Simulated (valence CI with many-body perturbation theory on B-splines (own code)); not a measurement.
## Au⁷³⁺: magnetic and hyperfine properties of the levels

Calculated by valence CI with perturbative core correlation (CI+MBPT): four valence electrons over a frozen Dirac-Fock core [He], a basis of 11 s, 11 p, 10 d, 8 f, 5 g, 2 h functions for each j, with the one-electron correlation potential Σ1 (screened to all orders), the two-electron term Σ2, the three-electron term Σ3, Breit, model QED; selected single and double excitations, second order for the rest, scaled by the run's own slope (own B-spline code, finite nucleus).

No measured spectrum was set against this ion. As an estimate, large intervals hold to a few tenths of a per cent, small ones and those within an open d or f shell to about a per cent. Among the levels kept, up to 1300 cm⁻¹ of a level comes from second order outside the variational space, and about a tenth of that is noise between levels of different J, which matters for small intervals.

A/g_I is the dipole constant over the nuclear g factor μ/I (μ in nuclear magnetons, uniformly magnetised nucleus), B/Q the quadrupole constant per barn. Both hold the static response of the core; the bare values leave it out. Large factors of s and p1/2 electrons are usually good to 5 to 10 %; those of open d and f shells near neutrality can be off by tens of per cent, and small factors of p3/2, d and f electrons come from cancelling terms and can be off by a factor of two or in sign, in half-filled shells by more. B is blank for J = 1/2, where it vanishes, and for nearly pure S terms. Energies count from the lowest level. Levels with J = 0 are left out.

Levels are named by their leading jj configuration (3d3/2^4 stands for four electrons in 3d with j = 3/2), which in mixed levels can hold well under half, so a name can repeat and another be missing. Letters in brackets count levels of one name in rising energy.

| Level | E (Ry) | g | A/g_I (MHz) | A/g_I bare | B/Q (MHz/b) | B/Q bare |
| --- | --- | --- | --- | --- | --- | --- |
| (2s^2 2p1/2 2p3/2) J=1 | 140.83 | 1.464 | -1300000 | -1260000 | 1050000 | 1050000 |
| (2s^2 2p1/2 2p3/2) J=2 | 142.16 | 1.126 | 3380000 | 3390000 | 2000000 | 2000000 |
| (2s 2p1/2^2 2p3/2) J=2 | 165.62 | 1.479 | 8570000 | 8520000 | 2030000 | 2030000 |
| (2s 2p1/2^2 2p3/2) J=1 | 172.69 | 1.111 | -6530000 | -6410000 | 1150000 | 1150000 |
| (2s^2 2p3/2^2) J=2 | 285.12 | 1.287 | 1050000 | 1070000 | 87600 | 87700 |
| (2s 2p1/2 2p3/2^2) J=2 [a] | 304.18 | 1.542 | 6010000 | 5980000 | 259000 | 259000 |
| (2s 2p1/2 2p3/2^2) J=3 | 307.54 | 1.287 | 7660000 | 7620000 | -5910 | -5950 |
| (2s 2p1/2 2p3/2^2) J=1 [a] | 314.61 | 1.296 | -8130000 | -7990000 | -515000 | -516000 |
| (2s 2p1/2 2p3/2^2) J=2 [b] | 315.22 | 1.039 | -641000 | -582000 | -181000 | -181000 |
| (2s 2p1/2 2p3/2^2) J=1 [b] | 315.60 | 1.282 | 2.01e+07 | 1.99e+07 | 302000 | 302000 |
| (2p1/2^2 2p3/2^2) J=2 | 341.44 | 1.298 | 988000 | 1030000 | 84300 | 84400 |
| (2s 2p3/2^3) J=2 | 453.33 | 1.433 | 8670000 | 8610000 | -2120000 | -2130000 |
| (2s 2p3/2^3) J=1 | 460.29 | 1.145 | -6600000 | -6480000 | -936000 | -937000 |
| (2p1/2 2p3/2^3) J=1 | 483.66 | 1.464 | -1370000 | -1300000 | -1040000 | -1040000 |
| (2p1/2 2p3/2^3) J=2 | 485.01 | 1.116 | 3370000 | 3390000 | -2170000 | -2170000 |
| (2s^2 2p1/2 3s) J=1 | 894.03 | 1.294 | 9830000 | 9770000 | -16000 | -16000 |
| (2s^2 2p1/2 3p1/2) J=1 | 900.99 | 0.626 | 6840000 | 6810000 | -3770 | -3770 |
| (2s 2p1/2^2 3s) J=1 | 916.57 | 1.989 | 2.02e+07 | 2.00e+07 | 6010 | 6010 |
| (2s 2p1/2^2 3p1/2) J=1 | 924.48 | 1.324 | 1.72e+07 | 1.71e+07 | -6630 | -6640 |
| (2s^2 2p1/2 3p3/2) J=2 | 944.43 | 1.140 | 2850000 | 2850000 | 630000 | 631000 |
| (2s^2 2p1/2 3p3/2) J=1 | 944.51 | 1.494 | -2150000 | -2130000 | 317000 | 318000 |
| (2s^2 2p1/2 3d3/2) J=2 | 949.62 | 0.737 | 2770000 | 2760000 | 127000 | 128000 |
| (2s^2 2p1/2 3d3/2) J=1 | 951.64 | 0.825 | -2370000 | -2360000 | 56100 | 56500 |
| (2s^2 2p1/2 3d5/2) J=2 | 961.43 | 1.283 | -1410000 | -1410000 | 126000 | 127000 |
| (2s^2 2p1/2 3d5/2) J=3 | 961.77 | 1.088 | 1810000 | 1800000 | 120000 | 121000 |
| (2s 2p1/2^2 3p3/2) J=2 | 967.49 | 1.484 | 7830000 | 7760000 | 610000 | 611000 |
| (2s 2p1/2^2 3p3/2) J=1 | 967.88 | 1.142 | -7470000 | -7380000 | 322000 | 323000 |
| (2s 2p1/2^2 3d3/2) J=1 | 972.59 | 0.474 | -7640000 | -7560000 | 56400 | 56800 |
| (2s 2p1/2^2 3d3/2) J=2 | 973.04 | 1.098 | 7930000 | 7850000 | 109000 | 110000 |
| (2s 2p1/2^2 3d5/2) J=3 | 984.12 | 1.321 | 5300000 | 5250000 | 113000 | 114000 |
| (2s 2p1/2^2 3d5/2) J=2 | 985.49 | 1.036 | -5090000 | -5040000 | 93800 | 94500 |

**Question.** Take the isotope of mass number 197, with I = 3/2, μ = 0.1452 μN, leaving out the quadrupole term. What is the hyperfine structure of (2s 2p1/2 2p3/2^2) J=1 [a]?

**Answer.** From the table A = -787000 MHz. Shifts from the centre of gravity in MHz: F = 1/2: 1970000, F = 3/2: 787000, F = 5/2: -1180000.
